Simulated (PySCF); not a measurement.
Compound: C9H13B.
Atom-mapped SMILES: `[CH3:1][B:2]([CH3:3])[C@H:4]1[C@H:5]2[CH:6]=[CH:7][C@@H:8]1[CH:9]=[CH:10]2` (hydrogens: H11, H12, H13 on C1; H14, H15, H16 on C3; H17 on C4; H18 on C5; H19 on C6; H20 on C7; H21 on C8; H22 on C9; H23 on C10)

A GFN2-xTB structure was refined with PBE0-D3(BJ)/def2-SVP geometry optimisation, gas phase (PySCF). Its GFN2-xTB values:

```tsv
coordinate	GFN2-xTB
C1–B2	1.575 Å
C1–H11	1.089 Å
B2–C4	1.584 Å
C3–H14	1.090 Å
C4–C5	1.551 Å
C4–H17	1.098 Å
C5–C6	1.520 Å
C5–C10	1.521 Å
C5–H18	1.086 Å
C6=C7	1.324 Å
C6–H19	1.074 Å
C9=C10	1.324 Å
C9–H22	1.074 Å
C1–B2–C3	120.0°
C1–B2–C4	120.8°
B2–C4–C5	119.9°
C4–C5–C6	98.9°
C5–C4–C8	91.3°
C5–C6–C7	107.2°
C6–C5–C10	105.2°
C8–C9–C10	107.2°
C1–B2–C4–C5	15°
B2–C4–C8–C7	-70°
```

Problem. How do these coordinates change at the PBE0-D3(BJ)/def2-SVP level?

Solution. 
```
 coordinate  PBE0-D3(BJ)/def2-SVP (Å or °)  change
     C3–H14                          1.109  +0.019
     C1–H11                          1.107  +0.018
     C9–H22                          1.091  +0.017
     C6–H19                          1.091  +0.017
      C5–C6                          1.536  +0.016
      C6=C7                          1.338  +0.014
     C9=C10                          1.337  +0.013
     C5–C10                          1.533  +0.012
     C5–H18                          1.098  +0.012
     C4–H17                          1.109  +0.011
      C4–C5                          1.557  +0.006
      C1–B2                          1.573  -0.002
      B2–C4                          1.583  -0.001
  C6–C5–C10                          107.2    +2.0
   B2–C4–C5                          118.2    -1.7
   C1–B2–C4                          119.1    -1.7
   C1–B2–C3                          121.2    +1.2
   C4–C5–C6                           97.9    -1.0
   C5–C6–C7                          106.9    -0.3
   C5–C4–C8                           91.5    +0.2
  C8–C9–C10                          107.0    -0.2
C1–B2–C4–C5                             33     +18
B2–C4–C8–C7                            -67      +3
```

The energy falls by 11.7 kJ/mol over 17 energy and gradient evaluations, the largest force component goes from 0.0123 to 2.9e-04 Eh/bohr, and the atoms move by 0.323 Å rms after alignment. Among the bonds, C1–H11 and C3–H14 change most and about equally (+0.018 to +0.019 Å). Bonds longer at the end by more than 0.005 Å: 20 of 24; shorter: 1. Among the dihedrals that turn most is C4–B2–C3–H16, from -123° to -150°. Rotational constants go from 2413, 1122, 1001 to 2378, 1126, 1012 MHz.

The run used 205 basis functions and 115 SCF cycles in all.

Not checked by PBE0-D3(BJ)/def2-SVP frequencies. One conformer, not necessarily the lowest.
